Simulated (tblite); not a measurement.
Species: C₅H₇BN₂O₂.
Atom-mapped SMILES: `[CH3:1][C@@H:2]([CH2:3][C:4]#[N:5])[O:6][B:7]([OH:8])[C:9]#[N:10]` (hydrogens: H11, H12, H13 on C1; H14 on C2; H15, H16 on C3; H17 on O8)

Computed with GFN2-xTB (tblite), gas phase: L-BFGS steps from a force-field or distance-geometry start until the largest atomic force falls under 0.01 eV/Å.

Step 34: E = -802.2923 eV
```
atom  x, y, z in Å  |  force x, y, z in eV/Å
C1     -1.1471    1.1967    0.6079   -0.017  -0.017  -0.009
C2     -0.3108   -0.0212    0.2106   -0.050   0.098   0.004
C3     -1.1917   -1.1147   -0.4252    0.020   0.050  -0.054
C4     -2.0147   -1.8224    0.5131   -0.057   0.106   0.214
N5     -2.6625   -2.3576    1.2883    0.031  -0.013  -0.084
O6      0.6445    0.2757   -0.7883   -0.032   0.081  -0.139
B7      1.9882    0.3076   -0.6569   -0.031   0.159   0.026
O8      2.7605    0.3869   -1.7463    0.117  -0.004  -0.168
C9      2.6998    0.4197    0.7099   -0.013   0.226   0.391
N10     3.1372    0.7050    1.7323   -0.021  -0.218  -0.161
H11    -1.7550    1.5710   -0.2156    0.173  -0.059  -0.064
H12    -0.4940    1.9952    0.9541   -0.034  -0.029   0.015
H13    -1.8240    0.9086    1.4120    0.105   0.022  -0.006
H14     0.2090   -0.3816    1.1062   -0.031  -0.175   0.062
H15    -0.5421   -1.8215   -0.9427    0.047  -0.172   0.025
H16    -1.8128   -0.6280   -1.1793   -0.161  -0.064  -0.043
H17     2.3083    0.3928   -2.5901   -0.046   0.007  -0.009
```

Step 35: E = -802.3046 eV
```
atom  x, y, z in Å  |  force x, y, z in eV/Å
C1     -1.1325    1.1913    0.5915   -0.064   0.061   0.013
C2     -0.3124   -0.0425    0.2125   -0.017   0.171   0.003
C3     -1.2052   -1.1256   -0.4167    0.035   0.030  -0.069
C4     -2.0281   -1.8252    0.5234   -0.026   0.117   0.204
N5     -2.6760   -2.3550    1.3004   -0.066  -0.089   0.027
O6      0.6472    0.2367   -0.7893    0.071   0.125  -0.068
B7      1.9896    0.3206   -0.6534    0.014   0.130  -0.011
O8      2.7573    0.4412   -1.7479    0.086  -0.022   0.054
C9      2.7097    0.4236    0.7174   -0.123   0.213   0.154
N10     3.1580    0.6911    1.7390    0.002  -0.195  -0.093
H11    -1.7227    1.5751   -0.2386    0.163  -0.068  -0.146
H12    -0.4735    1.9828    0.9401    0.006  -0.019   0.038
H13    -1.8330    0.9311    1.3838    0.131  -0.042   0.041
H14     0.1990   -0.3977    1.1160   -0.031  -0.178   0.016
H15    -0.5611   -1.8374   -0.9308    0.062  -0.209  -0.031
H16    -1.8309   -0.6402   -1.1661   -0.144  -0.031  -0.085
H17     2.3075    0.4423   -2.5911   -0.096   0.005  -0.048
```

Step 36: E = -802.3176 eV
```
atom  x, y, z in Å  |  force x, y, z in eV/Å
C1     -1.1211    1.1860    0.5844   -0.046   0.144   0.010
C2     -0.3125   -0.0515    0.2091    0.038   0.144  -0.050
C3     -1.2126   -1.1281   -0.4162    0.027  -0.021  -0.029
C4     -2.0335   -1.8181    0.5310    0.014   0.097   0.149
N5     -2.6794   -2.3513    1.3060   -0.145  -0.130   0.129
O6      0.6481    0.2184   -0.7975    0.060   0.177   0.046
B7      1.9876    0.3523   -0.6555   -0.122  -0.003   0.323
O8      2.7458    0.4725   -1.7468    0.363   0.040  -0.045
C9      2.7089    0.4441    0.7265   -0.182   0.205  -0.017
N10     3.1696    0.6629    1.7541   -0.031  -0.171  -0.131
H11    -1.7001    1.5739   -0.2465    0.098  -0.020  -0.283
H12    -0.4621    1.9734    0.9352    0.079   0.030   0.067
H13    -1.8334    0.9448    1.3666    0.074  -0.132   0.160
H14     0.1975   -0.4137    1.1119   -0.035  -0.154  -0.011
H15    -0.5658   -1.8476   -0.9152    0.030  -0.209  -0.093
H16    -1.8491   -0.6552   -1.1651   -0.061  -0.003  -0.097
H17     2.3050    0.4494   -2.5920   -0.160   0.006  -0.127
```

Task: Estimate the geometry and energy of step 37. (The exact step hangs on the optimiser's Hessian estimate; all steps are aligned on step 36, rigid shifts and turns removed.)

Result: E = -802.3319 eV, largest force 0.463 eV/Å
```
atom  x, y, z in Å  |  force x, y, z in eV/Å
C1     -1.1071    1.1826    0.5689   -0.058   0.155   0.004
C2     -0.3134   -0.0686    0.2093    0.072   0.101  -0.069
C3     -1.2253   -1.1390   -0.4098    0.014  -0.062  -0.008
C4     -2.0472   -1.8153    0.5490    0.037   0.049   0.090
N5     -2.6952   -2.3513    1.3205   -0.135  -0.096   0.137
O6      0.6500    0.1895   -0.8011    0.197   0.211   0.144
B7      1.9852    0.3742   -0.6493    0.044  -0.015   0.030
O8      2.7469    0.5292   -1.7501    0.083  -0.013   0.389
C9      2.7101    0.4559    0.7375   -0.289   0.160  -0.325
N10     3.1900    0.6388    1.7615    0.020  -0.120   0.026
H11    -1.6598    1.5746   -0.2783    0.080  -0.029  -0.252
H12    -0.4399    1.9606    0.9227    0.103   0.053   0.087
H13    -1.8376    0.9653    1.3422    0.086  -0.150   0.127
H14     0.1903   -0.4378    1.1167   -0.060  -0.086  -0.099
H15    -0.5817   -1.8694   -0.9031   -0.052  -0.144  -0.074
H16    -1.8708   -0.6697   -1.1562    0.023  -0.021  -0.069
H17     2.2984    0.4928   -2.5903   -0.166   0.006  -0.137
```

The energy changes by -0.0144 eV. The first-order estimate −F·Δx gives -0.0223 eV and the mean of the old and new forces, exact on a quadratic surface, -0.0143 eV. The step makes an angle of 79° with the force vector and moves no atom by more than 0.057 Å.

The cost below is that of the whole relaxation. On Arm Neoverse V1, one thread (shared host), this took 0.73 s.
